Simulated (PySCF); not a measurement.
# Electron correlation in Mg (magnesium, neutral)

[Ne] 3s2, closed-shell 1S. Computed with PySCF 2.14 in x2c-QZVPPall with one added diffuse shell each of s, p, d, f type (10s7p6d3f, 82 functions), with scalar relativity by spin-free X2C-1e. Frozen: 1s2; 10 electrons correlated.

| level | correlation energy (mhartree) |
| --- | --- |
| CCSD | -299.66 |
| (T) | -3.71 |
| CCSD(T) | -303.37 |

Diagnostics: T1 = 0.012, D1 = 0.0367, largest double amplitude 0.066.

Q: Is a single reference adequate?

A: Yes: T1 lies below 0.03 and no double amplitude reaches 0.07.

This basis was not built for core-valence correlation, so the inner-shell part is incomplete.
